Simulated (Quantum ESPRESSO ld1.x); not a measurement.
The numbers below are computed, except where a source is named.
Question: The aim is the tungsten ion W3+ in [Xe] 4f14 5d3. What will ld1.x (Quantum ESPRESSO 7.5) do with this input?

```
 &input
    zed=74.0,
    iswitch=1,
    rel=0,
    dft='BLYP',
    config='[Xe] 4f14 5d3',
    atom='W',
    prefix='ld1',
    max_out_wfc=37,
    file_charge='ld1.rho',
 /
```

Answer: Harmless. atom and zed name the same element, and the result equals that of the sound run.

Output (excerpt):

```
     Program LD1 v.7.5 starts

     --------------------------- All-electron run ----------------------------

     atomic number is 74.00
     dft =BLYP   lsd =0 sic =0 latt =0  beta=0.20 tr2=1.0E-14
     Exchange-correlation= BLYP
                           (   1   3   1   3   0   0   0)
     mesh =1989 r(mesh) =  99.47784 a.u. xmin = -7.00 dx = 0.00800
     1 Ry =  13.60569312 eV

     n l     nl                  e(Ry)          e(Ha)          e(eV)
     1 0     1S 1( 2.00)     -4688.1566     -2344.0783    -63785.6205
     2 0     2S 1( 2.00)      -772.3393      -386.1696    -10508.2115
     2 1     2P 1( 6.00)      -740.4339      -370.2170    -10074.1170
     3 0     3S 1( 2.00)      -177.9398       -88.9699     -2420.9947
     3 1     3P 1( 6.00)      -163.1459       -81.5729     -2219.7130
     4 0     4S 1( 2.00)       -37.2881       -18.6441      -507.3305
     4 1     4P 1( 6.00)       -31.1079       -15.5539      -423.2442
     3 2     3D 1(10.00)      -135.5531       -67.7765     -1844.2935
     5 0     5S 1( 2.00)        -6.8342        -3.4171       -92.9836
     5 1     5P 1( 6.00)        -5.0318        -2.5159       -68.4607
     4 2     4D 1(10.00)       -19.8449        -9.9224      -270.0030
     4 3     4F 1(14.00)        -5.1583        -2.5792       -70.1823
     5 2     5D 1( 3.00)        -2.3456        -1.1728       -31.9136

     final scf error:  6.6E-15 reached in  29 iterations

     Etot =  -30580.458377 Ry,  -15290.229189 Ha, -416068.332239 eV

     Ekin =   30573.666524 Ry,   15286.833262 Ha,  415975.924369 eV
     Encl =  -72672.817138 Ry,  -36336.408569 Ha, -988764.048366 eV
     Eh   =   12131.999829 Ry,    6065.999915 Ha,  165064.266643 eV
     Exc  =    -613.307592 Ry,    -306.653796 Ha,   -8344.474884 eV
```

Run on one thread of a shared host, so times are rough (Intel(R) Xeon(R) Processor @ 2.60GHz): 0.62 s of CPU time, 0.66 s wall, 29 iterations on 1989 mesh points.
